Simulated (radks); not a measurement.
Results of a calculation; reference values are marked as such.
Effect of the nuclear size on the neon ion Ne3+, [He] 2s2 2p3. Level of theory: Dirac Kohn-Sham, LDA (Slater exchange, Perdew-Wang correlation), spin-unpolarised, spherical densities, finite nucleus; open shells are shared between the two j in proportion to 2j + 1; Fermi nuclear charge, rms radius 3.0055 fm (a radial shooting solver on a logarithmic mesh with Libxc functionals). The rms radius is varied about that value; shifts are against it.

[
 {"rms radius (fm)": "2.4976", "total energy shift (eV)": "-0.000369", "density at nucleus (e/bohr^3)": "650.1", "1s1/2 shift (meV)": "-0.148"},
 {"rms radius (fm)": "2.8342", "total energy shift (eV)": "-0.000132", "density at nucleus (e/bohr^3)": "649.5", "1s1/2 shift (meV)": "-0.053"},
 {"rms radius (fm)": "3.0055", "total energy shift (eV)": "0", "density at nucleus (e/bohr^3)": "649.2", "1s1/2 shift (meV)": "0.000"},
 {"rms radius (fm)": "3.3", "total energy shift (eV)": "0.000245", "density at nucleus (e/bohr^3)": "648.8", "1s1/2 shift (meV)": "0.098"},
 {"rms radius (fm)": "3.4503", "total energy shift (eV)": "0.000379", "density at nucleus (e/bohr^3)": "648.6", "1s1/2 shift (meV)": "0.152"}
]

Slopes of the eigenvalues against <r^2> in GHz/fm^2, as finite differences over the two radii next to the reference (eigenvalue slopes, not the field-shift constants of lines): 1s1/2 12.8.
